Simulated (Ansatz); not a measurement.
One change: `OC1CCC1` becomes `[SiH3]C1CCC1`.

Ansatz, PBE0-D4/def2-TZVP geometries, multiplicity 1. Each molecule was computed in one conformer, which needn't be the lowest.

```csv
property,`OC1CCC1`
LUMO energy (ωB97M-V/def2-TZVPP) / eV,2.52
size of the dipole moment (B3LYP/def2-TZVPP) / D,1.47
HOMO energy (PBE/def2-TZVPP) / eV,-6.00
HOMO energy (ωB97M-V/def2-TZVPP) / eV,-9.95
HOMO–LUMO gap (ωB97M-V/def2-TZVPP) / eV,12.47
HOMO energy (B3LYP/def2-TZVPP) / eV,-7.34
```

Problem. Give the same properties after the change, and the shifts. (Estimate.)

Solution. Ansatz gave: 
```csv
property,`[SiH3]C1CCC1`,shift
LUMO energy (ωB97M-V/def2-TZVPP) / eV,2.35,-0.17
size of the dipole moment (B3LYP/def2-TZVPP) / D,0.99,-0.48
HOMO energy (PBE/def2-TZVPP) / eV,-6.78,-0.78
HOMO energy (ωB97M-V/def2-TZVPP) / eV,-10.25,-0.30
HOMO–LUMO gap (ωB97M-V/def2-TZVPP) / eV,12.60,0.13
HOMO energy (B3LYP/def2-TZVPP) / eV,-7.84,-0.50
```

With PBE0 the HOMO falls by 0.47 eV and the LUMO falls by 0.29 eV, so the gap widens by about 0.18 eV. PBE moves the HOMO by -0.78 eV and ωB97M-V by -0.30 eV. The zero-point energy changes by 26.6 kJ/mol with +6 modes. Dipoles are sizes alone; their direction can turn.

B3LYP here is the variant with VWN-RPA as its local correlation; programs differ in this.
